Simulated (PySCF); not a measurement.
A structure optimised at B3LYP-D3(BJ)/def2-TZVP, used in a PySCF frequency run:

```xyz
3

Y      0.0000     0.0000     0.6156
Cl     0.0000    -1.9499    -0.7061
Cl     0.0000     1.9499    -0.7061
```
Charge +1, spin multiplicity 1.

Write its SMILES, formula and point group.

[Cl][Y+][Cl], Cl2Y, C2v

What are its rotational constants (standard atomic weights)?

7.3338, 1.8747, 1.4930 GHz
